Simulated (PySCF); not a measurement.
**Excitation energy of Be by level of theory**

Be [He] 2s2 (1S) → Be [He] 2s1 3s1 (3S), as a difference of total energies. All numbers are calculated (PySCF 2.14, no relativity, point nucleus, in aug-cc-pVDZ). Correlated levels: valence: 1s2 frozen. The calculations carry no spin-orbit coupling.

```csv
method,excitation energy (eV)
UHF,5.386
LDA,6.113
PBE,6.067
PBE0,6.068
r2SCAN,5.999
B2PLYP,6.262
wB97X,6.119
r2SCAN0,6.029
revPBE,6.079
MP2 (valence),6.040
SCS-MP2 (valence),6.212
```

Errors of the correlated levels include the incompleteness of this basis and the frozen core.

Q: Which method comes closest to the reference value, and which is furthest?

A: The reference is 6.457 eV (measured; NIST levels). Closest: B2PLYP (error -0.195 eV); furthest: UHF (error -1.071 eV).
